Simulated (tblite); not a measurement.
A geometry optimisation, step by step.

Compound: C6H5PSe.
Atom-mapped SMILES: `[CH:1]#[C:2][P@@:3]1(=[Se:4])[CH:5]=[C:6]1[CH:7]=[CH2:8]` (hydrogens: H9 on C1; H10 on C5; H11 on C7; H12, H13 on C8)

Computed with GFN2-xTB (tblite), gas phase: L-BFGS steps from a force-field or distance-geometry start until the largest atomic force falls under 0.01 eV/Å. 8 of its 73 geometries are shown.

Step 0: E = -568.2861 eV, largest atomic force 7.414 eV/Å
```
atom  x, y, z in Å  |  force x, y, z in eV/Å
C1      2.833   -1.453    0.436   -1.009   1.232   0.200
C2      2.056   -0.512    0.539    1.387  -1.750  -0.433
P3      0.943    0.835    0.745    1.127  -2.498  -5.672
Se4     0.495    1.518    2.464   -1.317   2.600   6.817
C5      0.503    1.632   -0.801    0.401   0.319  -0.607
C6     -0.417    0.722   -0.443   -0.382  -0.283  -1.131
C7     -1.669    0.093   -0.810    0.348   0.177   0.263
C8     -2.152   -0.829    0.011   -0.563  -0.616   0.293
H9      3.506   -2.279    0.351   -0.396   0.500   0.062
H10     0.825    2.374   -1.524   -0.452  -0.311   0.216
H11    -2.229    0.332   -1.708    0.409   0.329  -0.024
H12    -3.099   -1.362   -0.189    0.776   0.385   0.235
H13    -1.599   -1.072    0.918   -0.330  -0.085  -0.218
```

Step 10: E = -569.0462 eV, largest atomic force 0.249 eV/Å
```
atom  x, y, z in Å  |  force x, y, z in eV/Å
C1      2.818   -1.440    0.445   -0.076   0.070   0.011
C2      2.038   -0.523    0.472    0.062  -0.087   0.025
P3      0.881    0.776    0.736    0.027   0.149   0.198
Se4     0.527    1.575    2.649    0.137  -0.055  -0.063
C5      0.544    1.601   -0.844   -0.104  -0.008  -0.013
C6     -0.391    0.690   -0.532   -0.108  -0.032  -0.119
C7     -1.646    0.077   -0.816   -0.013   0.027  -0.044
C8     -2.148   -0.833    0.017   -0.028  -0.084   0.017
H9      3.490   -2.245    0.363    0.023   0.016   0.001
H10     0.756    2.381   -1.550   -0.034  -0.086   0.055
H11    -2.171    0.385   -1.715    0.097  -0.051   0.055
H12    -3.082   -1.340   -0.166    0.018   0.111   0.001
H13    -1.624   -1.106    0.925    0.000   0.031  -0.126
```

Step 21: E = -569.0644 eV, largest atomic force 0.087 eV/Å
```
atom  x, y, z in Å  |  force x, y, z in eV/Å
C1      2.809   -1.426    0.456    0.030  -0.005   0.005
C2      2.030   -0.510    0.492   -0.009   0.039  -0.009
P3      0.878    0.794    0.759   -0.033  -0.017  -0.079
Se4     0.642    1.576    2.687    0.033   0.024   0.001
C5      0.522    1.597   -0.831   -0.013  -0.005   0.000
C6     -0.396    0.671   -0.522   -0.007  -0.033   0.018
C7     -1.644    0.059   -0.836   -0.007   0.040   0.049
C8     -2.168   -0.839   -0.004    0.020  -0.013  -0.030
H9      3.493   -2.220    0.368    0.009  -0.009   0.007
H10     0.723    2.359   -1.558   -0.003  -0.029   0.039
H11    -2.145    0.372   -1.744    0.020   0.003   0.022
H12    -3.124   -1.305   -0.166    0.009   0.003  -0.051
H13    -1.625   -1.127    0.885   -0.050   0.003   0.029
```

Step 31: E = -569.0756 eV, largest atomic force 0.072 eV/Å
```
atom  x, y, z in Å  |  force x, y, z in eV/Å
C1      2.846   -1.405    0.471   -0.003  -0.034  -0.011
C2      2.063   -0.493    0.480   -0.041  -0.018  -0.003
P3      0.894    0.789    0.769    0.008  -0.004  -0.044
Se4     0.812    1.629    2.684   -0.018   0.030   0.016
C5      0.501    1.583   -0.811   -0.010   0.016   0.002
C6     -0.419    0.665   -0.478    0.036  -0.038   0.045
C7     -1.660    0.054   -0.819    0.015   0.062   0.033
C8     -2.225   -0.855   -0.028    0.025   0.008  -0.058
H9      3.522   -2.208    0.393    0.042   0.016   0.004
H10     0.693    2.339   -1.546   -0.022  -0.012  -0.003
H11    -2.123    0.378   -1.744    0.010  -0.014   0.006
H12    -3.165   -1.317   -0.273   -0.002  -0.010   0.035
H13    -1.744   -1.158    0.890   -0.040  -0.001  -0.022
```

Step 41: E = -569.0783 eV, largest atomic force 0.022 eV/Å
```
atom  x, y, z in Å  |  force x, y, z in eV/Å
C1      2.855   -1.411    0.469    0.009   0.012   0.004
C2      2.059   -0.508    0.479    0.007  -0.005   0.005
P3      0.908    0.791    0.770    0.000  -0.012   0.018
Se4     0.841    1.652    2.677   -0.004   0.001  -0.005
C5      0.495    1.579   -0.805   -0.004  -0.008  -0.006
C6     -0.421    0.663   -0.457    0.011  -0.013   0.002
C7     -1.662    0.060   -0.809    0.000   0.002   0.002
C8     -2.240   -0.858   -0.038   -0.007   0.004  -0.001
H9      3.551   -2.197    0.398    0.000   0.005  -0.007
H10     0.673    2.330   -1.547    0.004   0.006  -0.009
H11    -2.106    0.387   -1.742   -0.011  -0.003   0.010
H12    -3.178   -1.318   -0.297   -0.001   0.007  -0.001
H13    -1.780   -1.169    0.888   -0.002   0.004  -0.013
```

Step 51: E = -569.0791 eV, largest atomic force 0.043 eV/Å
```
atom  x, y, z in Å  |  force x, y, z in eV/Å
C1      2.876   -1.403    0.471   -0.013   0.003  -0.009
C2      2.065   -0.514    0.493    0.017   0.001  -0.009
P3      0.908    0.782    0.774   -0.001  -0.008   0.042
Se4     0.833    1.663    2.673   -0.001  -0.014  -0.021
C5      0.501    1.564   -0.805   -0.012  -0.006  -0.007
C6     -0.417    0.650   -0.457   -0.002   0.004  -0.002
C7     -1.665    0.062   -0.808   -0.011  -0.009   0.003
C8     -2.250   -0.855   -0.041   -0.015  -0.005   0.010
H9      3.573   -2.187    0.387    0.004   0.015   0.009
H10     0.672    2.317   -1.547    0.024   0.013  -0.016
H11    -2.114    0.399   -1.735    0.015   0.003   0.007
H12    -3.194   -1.301   -0.300    0.002   0.005   0.009
H13    -1.791   -1.177    0.881   -0.007  -0.003  -0.016
```

Step 62: E = -569.0799 eV, largest atomic force 0.022 eV/Å
```
atom  x, y, z in Å  |  force x, y, z in eV/Å
C1      2.897   -1.393    0.468   -0.003   0.008   0.004
C2      2.074   -0.515    0.496    0.004  -0.010   0.003
P3      0.905    0.770    0.779   -0.002   0.009   0.019
Se4     0.823    1.666    2.671    0.006  -0.017  -0.013
C5      0.506    1.546   -0.805    0.003  -0.002  -0.001
C6     -0.417    0.637   -0.455   -0.003   0.006  -0.009
C7     -1.672    0.063   -0.804   -0.008  -0.007   0.001
C8     -2.268   -0.850   -0.042   -0.001  -0.011  -0.002
H9      3.608   -2.163    0.384    0.004   0.002   0.001
H10     0.691    2.293   -1.550   -0.002   0.003  -0.007
H11    -2.120    0.415   -1.726    0.002   0.003   0.006
H12    -3.222   -1.277   -0.300    0.005   0.002   0.002
H13    -1.809   -1.192    0.873   -0.006   0.013  -0.004
```

Step 72: E = -569.0802 eV, largest atomic force 0.009 eV/Å
```
atom  x, y, z in Å  |  force x, y, z in eV/Å
C1      2.909   -1.385    0.471    0.001   0.000   0.001
C2      2.072   -0.521    0.498    0.005   0.000  -0.004
P3      0.903    0.764    0.778   -0.005   0.003   0.005
Se4     0.826    1.651    2.674    0.001  -0.003  -0.007
C5      0.507    1.540   -0.808    0.004  -0.003   0.004
C6     -0.419    0.635   -0.456   -0.003   0.001  -0.002
C7     -1.677    0.066   -0.804   -0.006   0.000   0.002
C8     -2.276   -0.846   -0.043   -0.001  -0.002  -0.002
H9      3.629   -2.147    0.387    0.004  -0.003   0.003
H10     0.697    2.281   -1.558   -0.006  -0.001   0.004
H11    -2.125    0.422   -1.724    0.002  -0.003  -0.001
H12    -3.231   -1.270   -0.301    0.002   0.003   0.002
H13    -1.819   -1.190    0.873    0.001   0.007  -0.005
```

**Question.** Summarise the path.

**Answer.** The energy falls by 18.31 kcal/mol from step 0 to step 72; nine tenths of that is first reached at step 6. It rises by more than 0.2 meV at step 2. The largest force goes from 7.414 to 0.009 eV/Å. Among the bonds P3=Se4 changes most, from 1.903 to 2.094 Å; the atoms move by 0.177 Å rms after alignment.

**Question.** Follow the three bonds and two angles with the largest change from start to end.

**Answer.** 
```json
{"step": "0", "E above end (kcal/mol)": "18.31", "largest force (eV/Å)": "7.414", "P3=Se4 (Å)": "1.903", "C8–H12 (Å)": "1.104", "C6–C7 (Å)": "1.448", "Se4–P3–C6 (°)": "116.0", "C6–C7–H11 (°)": "124.1"}
{"step": "3", "E above end (kcal/mol)": "3.30", "largest force (eV/Å)": "0.872", "P3=Se4 (Å)": "2.090", "C8–H12 (Å)": "1.079", "C6–C7 (Å)": "1.430", "Se4–P3–C6 (°)": "115.6", "C6–C7–H11 (°)": "121.1"}
{"step": "6", "E above end (kcal/mol)": "1.43", "largest force (eV/Å)": "0.459", "P3=Se4 (Å)": "2.097", "C8–H12 (Å)": "1.073", "C6–C7 (Å)": "1.426", "Se4–P3–C6 (°)": "120.5", "C6–C7–H11 (°)": "118.3"}
{"step": "9", "E above end (kcal/mol)": "0.90", "largest force (eV/Å)": "0.272", "P3=Se4 (Å)": "2.111", "C8–H12 (Å)": "1.078", "C6–C7 (Å)": "1.424", "Se4–P3–C6 (°)": "122.3", "C6–C7–H11 (°)": "118.1"}
{"step": "13", "E above end (kcal/mol)": "0.62", "largest force (eV/Å)": "0.178", "P3=Se4 (Å)": "2.089", "C8–H12 (Å)": "1.074", "C6–C7 (Å)": "1.421", "Se4–P3–C6 (°)": "124.0", "C6–C7–H11 (°)": "117.5"}
{"step": "16", "E above end (kcal/mol)": "0.47", "largest force (eV/Å)": "0.115", "P3=Se4 (Å)": "2.096", "C8–H12 (Å)": "1.074", "C6–C7 (Å)": "1.419", "Se4–P3–C6 (°)": "125.9", "C6–C7–H11 (°)": "117.5"}
{"step": "19", "E above end (kcal/mol)": "0.40", "largest force (eV/Å)": "0.100", "P3=Se4 (Å)": "2.096", "C8–H12 (Å)": "1.076", "C6–C7 (Å)": "1.424", "Se4–P3–C6 (°)": "126.2", "C6–C7–H11 (°)": "117.7"}
{"step": "22", "E above end (kcal/mol)": "0.35", "largest force (eV/Å)": "0.071", "P3=Se4 (Å)": "2.095", "C8–H12 (Å)": "1.075", "C6–C7 (Å)": "1.424", "Se4–P3–C6 (°)": "126.9", "C6–C7–H11 (°)": "117.7"}
{"step": "25", "E above end (kcal/mol)": "0.29", "largest force (eV/Å)": "0.157", "P3=Se4 (Å)": "2.097", "C8–H12 (Å)": "1.075", "C6–C7 (Å)": "1.422", "Se4–P3–C6 (°)": "127.7", "C6–C7–H11 (°)": "117.7"}
{"step": "28", "E above end (kcal/mol)": "0.18", "largest force (eV/Å)": "0.105", "P3=Se4 (Å)": "2.092", "C8–H12 (Å)": "1.076", "C6–C7 (Å)": "1.424", "Se4–P3–C6 (°)": "128.4", "C6–C7–H11 (°)": "117.1"}
{"step": "31", "E above end (kcal/mol)": "0.10", "largest force (eV/Å)": "0.072", "P3=Se4 (Å)": "2.092", "C8–H12 (Å)": "1.076", "C6–C7 (Å)": "1.425", "Se4–P3–C6 (°)": "128.9", "C6–C7–H11 (°)": "116.6"}
{"step": "34", "E above end (kcal/mol)": "0.07", "largest force (eV/Å)": "0.076", "P3=Se4 (Å)": "2.095", "C8–H12 (Å)": "1.076", "C6–C7 (Å)": "1.423", "Se4–P3–C6 (°)": "128.8", "C6–C7–H11 (°)": "116.9"}
{"step": "38", "E above end (kcal/mol)": "0.05", "largest force (eV/Å)": "0.058", "P3=Se4 (Å)": "2.093", "C8–H12 (Å)": "1.076", "C6–C7 (Å)": "1.425", "Se4–P3–C6 (°)": "128.6", "C6–C7–H11 (°)": "116.5"}
{"step": "41", "E above end (kcal/mol)": "0.04", "largest force (eV/Å)": "0.022", "P3=Se4 (Å)": "2.094", "C8–H12 (Å)": "1.076", "C6–C7 (Å)": "1.424", "Se4–P3–C6 (°)": "128.5", "C6–C7–H11 (°)": "116.2"}
{"step": "44", "E above end (kcal/mol)": "0.04", "largest force (eV/Å)": "0.020", "P3=Se4 (Å)": "2.093", "C8–H12 (Å)": "1.076", "C6–C7 (Å)": "1.424", "Se4–P3–C6 (°)": "128.5", "C6–C7–H11 (°)": "116.3"}
{"step": "47", "E above end (kcal/mol)": "0.03", "largest force (eV/Å)": "0.039", "P3=Se4 (Å)": "2.092", "C8–H12 (Å)": "1.076", "C6–C7 (Å)": "1.424", "Se4–P3–C6 (°)": "128.6", "C6–C7–H11 (°)": "116.3"}
{"step": "50", "E above end (kcal/mol)": "0.03", "largest force (eV/Å)": "0.030", "P3=Se4 (Å)": "2.094", "C8–H12 (Å)": "1.076", "C6–C7 (Å)": "1.424", "Se4–P3–C6 (°)": "128.4", "C6–C7–H11 (°)": "116.4"}
{"step": "53", "E above end (kcal/mol)": "0.02", "largest force (eV/Å)": "0.026", "P3=Se4 (Å)": "2.094", "C8–H12 (Å)": "1.076", "C6–C7 (Å)": "1.424", "Se4–P3–C6 (°)": "128.2", "C6–C7–H11 (°)": "116.4"}
{"step": "56", "E above end (kcal/mol)": "0.01", "largest force (eV/Å)": "0.039", "P3=Se4 (Å)": "2.092", "C8–H12 (Å)": "1.075", "C6–C7 (Å)": "1.424", "Se4–P3–C6 (°)": "128.4", "C6–C7–H11 (°)": "116.1"}
{"step": "59", "E above end (kcal/mol)": "0.01", "largest force (eV/Å)": "0.013", "P3=Se4 (Å)": "2.094", "C8–H12 (Å)": "1.076", "C6–C7 (Å)": "1.424", "Se4–P3–C6 (°)": "128.3", "C6–C7–H11 (°)": "116.1"}
{"step": "63", "E above end (kcal/mol)": "0.01", "largest force (eV/Å)": "0.015", "P3=Se4 (Å)": "2.094", "C8–H12 (Å)": "1.076", "C6–C7 (Å)": "1.424", "Se4–P3–C6 (°)": "128.2", "C6–C7–H11 (°)": "116.2"}
{"step": "66", "E above end (kcal/mol)": "0.00", "largest force (eV/Å)": "0.020", "P3=Se4 (Å)": "2.093", "C8–H12 (Å)": "1.076", "C6–C7 (Å)": "1.424", "Se4–P3–C6 (°)": "128.3", "C6–C7–H11 (°)": "116.1"}
{"step": "69", "E above end (kcal/mol)": "0.00", "largest force (eV/Å)": "0.017", "P3=Se4 (Å)": "2.094", "C8–H12 (Å)": "1.076", "C6–C7 (Å)": "1.424", "Se4–P3–C6 (°)": "128.3", "C6–C7–H11 (°)": "116.1"}
{"step": "72", "E above end (kcal/mol)": "0.00", "largest force (eV/Å)": "0.009", "P3=Se4 (Å)": "2.094", "C8–H12 (Å)": "1.076", "C6–C7 (Å)": "1.424", "Se4–P3–C6 (°)": "128.3", "C6–C7–H11 (°)": "116.2"}
```

What follows is the cost of the whole relaxation. The run took 0.54 s on one thread, Intel Xeon Platinum 8488C (x86_64), shared host.
